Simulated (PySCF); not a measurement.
What happened in this job?

A core-ionisation job on C3H8BN, SMILES `BN1C[C@@H]1C`. Theory: PySCF 2.14.0, delta-SCF UKS HF, pcX-2 on the ionised atom, pcseg-1 elsewhere, spin-free X2C.

Driver input (Å, PBE0-D3(BJ)/def2-SVP geometry):

```
{"job": {"kind": "xps", "xc": "HF"}, "charge": 0, "multiplicity": 1}
B      1.5890     0.6129     0.4867
N      0.5582    -0.2716     0.2416
C      0.0994    -1.4302    -0.4404
C     -0.8079    -0.6168     0.4358
C     -1.8783     0.2688    -0.1386
H      2.6650     0.4143    -0.0298
H      1.3817     1.5586     1.2137
H      0.4559    -2.4040    -0.0829
H     -0.0246    -1.3585    -1.5279
H     -1.0414    -1.0492     1.4192
H     -2.0567     1.1364     0.5150
H     -1.5810     0.6448    -1.1286
H     -2.8271    -0.2797    -0.2415
```

Output:

```
ground state, core basis on atom 0 (B), 141 functions
  cycle   1  E = -197.34673492  |g| = 4.26e-01
  cycle   2  E = -197.40533989  |g| = 1.66e-01
  cycle   3  E = -197.41236972  |g| = 5.68e-02
  cycle   4  E = -197.41347629  |g| = 7.41e-03
  cycle   5  E = -197.41349538  |g| = 2.68e-03
  cycle   6  E = -197.41349858  |g| = 1.11e-03
  cycle   7  E = -197.41349919  |g| = 3.19e-04
  E(ground) = -197.41349919 Eh
hole in B 1s of atom 0
  cycle   1  E = -189.82532316  |g| = 1.15e+00
  cycle   2  E = -190.11776782  |g| = 5.10e-01
  cycle   3  E = -190.22110525  |g| = 1.49e-01
  cycle   4  E = -190.23115654  |g| = 4.87e-02
  cycle   5  E = -190.23268797  |g| = 1.98e-02
  ... (40 cycles left out)
  cycle  46  E = -190.22691301  |g| = 1.45e-02
  cycle  47  E = -190.22722932  |g| = 1.48e-02
  cycle  48  E = -190.22720382  |g| = 1.48e-02
  cycle  49  E = -190.22724909  |g| = 1.48e-02
  cycle  50  E = -190.22699370  |g| = 1.42e-02
hole again with damping 0.5
  cycle   1  E = -189.82532316  |g| = 1.15e+00
  cycle   2  E = -190.11776782  |g| = 5.10e-01
  cycle   3  E = -190.22729033  |g| = 9.15e-02
  cycle   4  E = -190.23072135  |g| = 4.38e-02
  cycle   5  E = -190.23168046  |g| = 2.90e-02
  ... (70 cycles left out)
  cycle  76  E = -190.22957323  |g| = 3.32e-02
  cycle  77  E = -190.22979260  |g| = 3.55e-02
  cycle  78  E = -190.22939580  |g| = 3.28e-02
  cycle  79  E = -190.23327591  |g| = 5.29e-02
  cycle  80  E = -190.22835665  |g| = 1.87e-02
hole again, all orbitals by overlap
  cycle   1  E = -189.82532316  |g| = 1.15e+00
  cycle   2  E = -190.11776782  |g| = 5.10e-01
  cycle   3  E = -190.22729033  |g| = 9.15e-02
  cycle   4  E = -190.23072135  |g| = 4.38e-02
  cycle   5  E = -190.23168046  |g| = 2.90e-02
  ... (70 cycles left out)
  cycle  76  E = -190.22957323  |g| = 3.32e-02
  cycle  77  E = -190.22979260  |g| = 3.55e-02
  cycle  78  E = -190.22939580  |g| = 3.28e-02
  cycle  79  E = -190.23327591  |g| = 5.29e-02
  cycle  80  E = -190.22835665  |g| = 1.87e-02
  E(ion) = -190.22835665 Eh   <S^2> = 0.9749   hole on atom = 1.000   binding energy = 195.518 eV
ground state, core basis on atom 1 (N), 141 functions
  cycle   1  E = -197.43472232  |g| = 3.26e-02
  cycle   2  E = -197.43482899  |g| = 7.34e-03
  cycle   3  E = -197.43483773  |g| = 4.42e-03
  cycle   4  E = -197.43484161  |g| = 3.45e-04
  E(ground) = -197.43484161 Eh
hole in N 1s of atom 1
  cycle   1  E = -181.86666641  |g| = 1.86e+00
  cycle   2  E = -182.24072798  |g| = 1.11e+00
  cycle   3  E = -182.57449810  |g| = 1.24e-01
  cycle   4  E = -182.58039008  |g| = 2.51e-02
  cycle   5  E = -182.58100869  |g| = 1.35e-02
  cycle   6  E = -182.58127528  |g| = 6.62e-03
  cycle   7  E = -182.58135719  |g| = 2.45e-03
  cycle   8  E = -182.58136875  |g| = 7.49e-04
  cycle   9  E = -182.58136964  |g| = 2.74e-04
  E(ion) = -182.58136964 Eh   <S^2> = 0.7809   hole on atom = 1.000   binding energy = 404.184 eV
ground state, core basis on atom 2 (C), 141 functions
  cycle   1  E = -197.42233176  |g| = 3.16e-02
  cycle   2  E = -197.42244119  |g| = 1.18e-02
  cycle   3  E = -197.42246719  |g| = 4.40e-03
  cycle   4  E = -197.42247138  |g| = 4.80e-04
  E(ground) = -197.42247138 Eh
hole in C 1s of atom 2
  cycle   1  E = -186.14963396  |g| = 1.50e+00
  cycle   2  E = -186.48027537  |g| = 8.27e-01
  cycle   3  E = -186.70310935  |g| = 1.21e-01
  cycle   4  E = -186.70957540  |g| = 2.77e-02
  cycle   5  E = -186.71028449  |g| = 1.74e-02
  cycle   6  E = -186.71074707  |g| = 1.07e-02
  cycle   7  E = -186.71105175  |g| = 4.49e-03
  cycle   8  E = -186.71110798  |g| = 1.56e-03
  cycle   9  E = -186.71111308  |g| = 6.09e-04
  cycle  10  E = -186.71111377  |g| = 2.86e-04
  E(ion) = -186.71111377 Eh   <S^2> = 0.7948   hole on atom = 1.000   binding energy = 291.471 eV
ground state, core basis on atom 3 (C), 141 functions
  cycle   1  E = -197.42432818  |g| = 2.97e-02
  cycle   2  E = -197.42443268  |g| = 6.37e-03
  cycle   3  E = -197.42444085  |g| = 2.81e-03
  cycle   4  E = -197.42444277  |g| = 3.28e-04
  E(ground) = -197.42444277 Eh
hole in C 1s of atom 3
  cycle   1  E = -186.14484380  |g| = 1.50e+00
  cycle   2  E = -186.45200755  |g| = 8.71e-01
  cycle   3  E = -186.70107437  |g| = 1.30e-01
  cycle   4  E = -186.70855077  |g| = 2.85e-02
  cycle   5  E = -186.70930896  |g| = 1.79e-02
  cycle   6  E = -186.70976415  |g| = 1.13e-02
  cycle   7  E = -186.71011978  |g| = 4.72e-03
  cycle   8  E = -186.71018840  |g| = 1.53e-03
  cycle   9  E = -186.71019350  |g| = 6.61e-04
  cycle  10  E = -186.71019429  |g| = 3.05e-04
  E(ion) = -186.71019429 Eh   <S^2> = 0.7976   hole on atom = 1.000   binding energy = 291.550 eV
ground state, core basis on atom 4 (C), 141 functions
  cycle   1  E = -197.41883043  |g| = 2.50e-02
  cycle   2  E = -197.41889279  |g| = 5.95e-03
  cycle   3  E = -197.41890013  |g| = 2.70e-03
  cycle   4  E = -197.41890193  |g| = 3.98e-04
  E(ground) = -197.41890193 Eh
hole in C 1s of atom 4
  cycle   1  E = -186.18504818  |g| = 1.49e+00
  cycle   2  E = -186.54960581  |g| = 7.38e-01
  cycle   3  E = -186.72744386  |g| = 1.03e-01
  cycle   4  E = -186.73184896  |g| = 2.54e-02
  cycle   5  E = -186.73237734  |g| = 1.61e-02
  cycle   6  E = -186.73280165  |g| = 8.44e-03
  cycle   7  E = -186.73297892  |g| = 2.77e-03
  cycle   8  E = -186.73299400  |g| = 1.02e-03
  cycle   9  E = -186.73299563  |g| = 3.36e-04
  E(ion) = -186.73299563 Eh   <S^2> = 0.7849   hole on atom = 1.000   binding energy = 290.778 eV
```

The program numbers atoms from 0.

Which binding energies of this run can't be used, and why?

1 of 5 holes failed. The driver asks that ground and ion SCF both reach |g| < 5e-4 and that the core orbital is emptied to over 0.9. Failed: B1s on atom 0 (core orbital emptied to 1.000, ⟨S²⟩ = 0.975, so the hole stayed but an SCF missed its threshold). Passed: N1s on atom 1, C1s on atom 2, C1s on atom 3, C1s on atom 4.

What would you do next?

Discard what failed. Damping and filling all orbitals by overlap were tried in this run and didn't help; a first stage with the core hole frozen, a second-order or squared-gradient solver, or a restricted open-shell scheme is left to try.

Hardware: an Arm Neoverse N1 with one thread, on a shared host. Cost: 92 s of wall time, 0.47 GiB resident at most.
